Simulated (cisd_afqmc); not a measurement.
Input (AFQMC/CISD/def2-SVP; cisd_afqmc is a phaseless AFQMC code with CISD trial states that reads the integrals written by Ansatz):

Ansatz 0.2 input:
```python
import cisd_afqmc

open("ham.yaml", "w").write("""\
crystal:
  periodic: [false, false, false]
  atoms:
    - {symbol: Ge, position_ang: [0.03174789, 0.67913023, 0.54954261]}
    - {symbol: H, position_ang: [-0.42773979, 1.55603364, -0.70683324]}
    - {symbol: Si, position_ang: [-0.03090474, -1.29703033, -0.93276065]}
    - {symbol: H, position_ang: [0.90366514, -1.09825534, -2.07443237]}
    - {symbol: H, position_ang: [-1.40215244, -1.46545671, -1.48743077]}
    - {symbol: H, position_ang: [0.34296095, -2.56606414, -0.25801783]}
basis:
  gaussian:
    orbitals: def2-SVP
magnetization: {spin_polarized: false}
correlation: {method: ccsd, electrons: outside_noble_gas, hamiltonian_folder: ham}
""")
rep = cisd_afqmc.ansatz("ham.yaml")
e_ccsd = rep["correlation"]["coupled_cluster"]["energy"]["hartree"]
out = cisd_afqmc.run("ham", e_ccsd, trial="CISD", walkers=100, populations=8, threads=8, dt=0.005, steps=40, early=24, settle=10, least=32,
    cut=5e-5, rank_cut=2e-4, target=0.0004, seconds=1500, seed=1, memory=17280, gpu=False)
```

Output:

```
orbitals 51, occupied [6], factors 321 of 689, rank of the doubles 115 of 270
E(HF) = -2366.222198
E(CCSD) on the cut factors = -2366.449261, shift to the whole factors -0.000003
Energy of the trial state on the determinant = -2366.449186
  tau behind 7.2 of longer steps, mean of the populations' last blocks
   2.0  -2366.45756
   4.0  -2366.45699
   6.0  -2366.45686
   8.0  -2366.45781
blocks 337 (1 outliers left out), error by blocks joined: 1: 0.00013, 2: 0.00017, 4: 0.00021, 8: 0.00025, 16: 0.00031
E(AFQMC/CISD) = -2366.45705 +/- 0.00031
```

 In a CCSD(T) run of this state the restricted determinant is unstable towards broken spin symmetry.

A triplet may lie lower; no result for it is given here.

The error still grows at the longest joins of blocks, or few joins were possible, so the printed bar may be too narrow.
